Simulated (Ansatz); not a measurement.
A made-up structure of SiH2SO2, singlet:

O1  (1.919, 0.494, -1.483)
Si2  (0.040, -0.174, 0.219)
O3  (1.552, 0.128, -0.269)
S4  (-1.162, 0.918, -1.086)
H5  (2.250, -0.305, 0.232)
H6  (-2.273, 0.486, -0.461)
(Å)

It is relaxed with PBE-D4/def2-SVP and then PBE0-D4/def2-TZVP (Ansatz 0.2.0). Atoms count as bonded within 1.22 times the sum of their covalent radii (H–H: 0.88 Å). The end point is not checked to be a true minimum.

Question: Does its bonding change? (A judgement: the text doesn't fix the answer.)

Answer: By the calculation: No: no bond forms or breaks.

Where it ends: The first stage lowers the energy by 0.95 eV in 9 steps. It ends as SiH₂SO₂ ([O][OH][Si][SH]):
| atom | x (Å) | y (Å) | z (Å) |
| --- | --- | --- | --- |
| O1 | 1.7692 | 0.6809 | -1.5054 |
| Si2 | -0.0664 | -0.2096 | 0.4486 |
| O3 | 1.4999 | 0.0078 | -0.2529 |
| S4 | -1.0052 | 0.7877 | -1.1389 |
| H5 | 2.3279 | -0.3024 | 0.1339 |
| H6 | -2.1993 | 0.5826 | -0.5343 |

Labels in which every atom is bracketed show which atoms are joined, not bond orders.

For scale, one of the runs: PBE0-D4/def2-TZVP relaxation, 148 basis functions, launched by `ansatz run in.yaml --threads 2 --pin off --events-out ev --progress --plain --max-ram 4352MiB`. Hardware: 2 CPU threads of an Arm Neoverse V2, shared host. Wall time about 28 s.
